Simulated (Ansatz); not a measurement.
The cluster Mg₃N₂⁻. Total charge -1; doublet. Geometry PBE-D4/def2-SVP, that of the neutral singlet.

```xyz
5

Mg    1.214   -0.506   -1.134
Mg    0.448    0.938    1.391
Mg   -1.662   -0.432   -0.257
N    -0.145    0.886   -0.551
N     0.145   -0.886    0.551
```

At PBE-D4/def2-TZVPD, r2SCAN-D4/def2-TZVPD, PBE0-D4/def2-TZVPD the charge -1 doublet is spin-contaminated (final ⟨S²⟩ up to 1.47, 0.75 for a pure state). At PBE-D4/def2-TZVPD, r2SCAN-D4/def2-TZVPD the highest occupied level of the charge -1 doublet lies above zero (up to 0.43 eV). Its loss leaves the charge 0 singlet, which lies 1.31 eV higher (vertical, at PBE-D4/def2-TZVPD), but this difference is unsure: the singlet is doubtful (at the level of its geometry, restricted singlet, unstable towards broken spin symmetry at other levels and untested here). The structure comes from a short search, and lower isomers may exist.

(1) Estimate the α-spin orbital energies around the gap (eV) in Ansatz with PBE-D4/def2-TZVPD, r2SCAN-D4/def2-TZVPD, PBE0-D4/def2-TZVPD.

## Answers

(1) 
```
orbital  PBE-D4/def2-TZVPD  r2SCAN-D4/def2-TZVPD  PBE0-D4/def2-TZVPD
 HOMO−5              -2.88                 -3.05               -4.10
 HOMO−4              -2.39                 -2.48               -3.16
 HOMO−3              -0.70                 -0.87               -1.89
 HOMO−2              -0.68                 -0.84               -1.79
 HOMO−1              -0.40                 -0.54               -1.10
   HOMO               0.43                  0.24               -0.30
   LUMO               1.03                  1.32                1.69
 LUMO+1               1.61                  1.86                2.46
 LUMO+2               2.06                  2.17                2.50
 LUMO+3               2.20                  2.37                2.67
 LUMO+4               2.78                  2.95                3.22
 LUMO+5               2.82                  3.06                3.27
 β HOMO              -0.27                 -0.37               -0.87
 β LUMO               0.95                  1.16                1.53
```
